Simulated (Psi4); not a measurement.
H$_{7}$Ge$_{3}$ (SMILES [GeH3][GeH][GeH3]), doublet, at the geometry of the source list; WB97X/STO-3G (Psi4).

Psi4 was given this input:
```
memory 2 GB

molecule {
0 2
  Ge    1.98490000    0.32140000    0.05310000
  Ge    0.00960000   -0.18090000   -1.31600000
  Ge   -2.01290000   -0.00240000    0.07130000
  H     2.63090000   -0.85080000    0.76190000
  H     1.73520000    1.31720000    1.16370000
  H     3.12890000    0.94510000   -0.70680000
  H     0.13490000   -1.75990000   -1.31940000
  H    -2.72950000   -1.29130000    0.39510000
  H    -3.10450000    0.86120000   -0.52500000
  H    -1.77740000    0.64030000    1.42220000
}

set basis sto-3g
set reference uks
set scf_type pk
set puream true
set d_convergence 1e-8
set dft_radial_points 99
set dft_spherical_points 590

energy('wb97x')
print_variables()
```

Output, abridged:

```
   => Loading Basis Set <=

    Name: STO-3G
    Role: ORBITAL
    Keyword: BASIS

         ---------------------------------------------------------
                                   SCF
               by Justin Turney, Rob Parrish, Andy Simmonett
                          and Daniel G. A. Smith
                              UKS Reference
         ---------------------------------------------------------

  ==> Geometry <==

    Molecular point group: c1
    Full point group: C1

    Geometry (in Angstrom), charge = 0, multiplicity = 2:

       Center              X                  Y                   Z               Mass
    ------------   -----------------  -----------------  -----------------  -----------------
         GE           1.990762751615     0.277394634804     0.432804975950    73.921177761000
         GE           0.015462751615    -0.224905365196    -0.936295024050    73.921177761000
         GE          -2.007037248385    -0.046405365196     0.451004975950    73.921177761000
         H            2.636762751615    -0.894805365196     1.141604975950     1.007825032230
         H            1.741062751615     1.273194634804     1.543404975950     1.007825032230
         H            3.134762751615     0.901094634804    -0.327095024050     1.007825032230
         H            0.140762751615    -1.803905365196    -0.939695024050     1.007825032230
         H           -2.723637248385    -1.335305365196     0.774804975950     1.007825032230
         H           -3.098637248385     0.817194634804    -0.145295024050     1.007825032230
         H           -1.771537248385     0.596294634804     1.801904975950     1.007825032230

  Running in c1 symmetry.

  Rotational constants: A =      0.14385  B =      0.02621  C =      0.02265 [cm^-1]
  Rotational constants: A =   4312.52263  B =    785.80763  C =    679.02367 [MHz]
  Nuclear repulsion =  719.773171432982622

  Charge       = 0
  Multiplicity = 2
  Electrons    = 103
  Nalpha       = 52
  Nbeta        = 51

  ==> Algorithm <==

  SCF Algorithm Type is PK.
  DIIS enabled.
  MOM disabled.
  Fractional occupation disabled.
  Guess Type is SAD.
  Energy threshold   = 1.00e-06
  Density threshold  = 1.00e-08
  Integral threshold = 1.00e-12

  ==> Primary Basis <==

  Basis Set: STO-3G
    Blend: STO-3G
    Number of shells: 31
    Number of basis functions: 61
    Number of Cartesian functions: 64
    Spherical Harmonics?: true
    Max angular momentum: 2

  ==> DFT Potential <==

   => LibXC <=
[...]
      Ntotal   =  102.9999986492 ; deviation = -1.351e-06

   @Spin Contamination Metric:   1.973580025E-03
   @S^2 Expected:                7.500000000E-01
   @S^2 Observed:                7.519735800E-01
   @S   Expected:                5.000000000E-01
   @S   Observed:                5.000000000E-01

    Orbital Energies [Eh]
    ---------------------

    Alpha Occupied:

[...]
      52A     -0.238541

    Alpha Virtual:

[...]
    Beta Occupied:

[...]
    Beta Virtual:

[...]
      61A      0.497813

    Final Occupation by Irrep:
              A
    DOCC [    51 ]
    SOCC [     1 ]
    NA   [    52 ]
    NB   [    51 ]

  @UKS Final Energy: -6163.52063265032757

   => Energetics <=

    Nuclear Repulsion Energy =            719.7731714329826218
    One-Electron Energy =              -10079.0651878860153374
    Two-Electron Energy =                3386.1777028850806346
    DFT Exchange-Correlation Energy =    -190.4063190823750915
    Empirical Dispersion Energy =           0.0000000000000000
    VV10 Nonlocal Energy =                  0.0000000000000000
    Total Energy =                      -6163.5206326503275704

  UHF NO Occupations:
  HONO-2 :   50  A 1.9996621
  HONO-1 :   51  A 1.9995865
  HONO-0 :   52  A 1.0000000
  LUNO+0 :   53  A 0.0004135
  LUNO+1 :   54  A 0.0003379
  LUNO+2 :   55  A 0.0001358
  LUNO+3 :   56  A 0.0000586

Computation Completed

Properties will be evaluated at   0.000000,   0.000000,   0.000000 [a0]

Properties computed using the SCF density matrix

 Multipole Moments:

 ------------------------------------------------------------------------------------
     Multipole            Electronic (a.u.)      Nuclear  (a.u.)        Total (a.u.)
 ------------------------------------------------------------------------------------

 L = 1.  Multiply by 2.5417464519 to convert [e a0] to [Debye]
 Dipole X            :         -0.0647427            0.0634257           -0.0013171
 Dipole Y            :          0.4806713           -0.4753655            0.0053058
 Dipole Z            :         -4.4314670            4.1009183           -0.3305487
 Magnitude           :                                                    0.3305939

 ------------------------------------------------------------------------------------

  Variable Map:
  ----------------------------------------------------------------------------
[...]
  Array Variable Map:
  ----------------------------------------------------------------------------
[...]
[...]
```
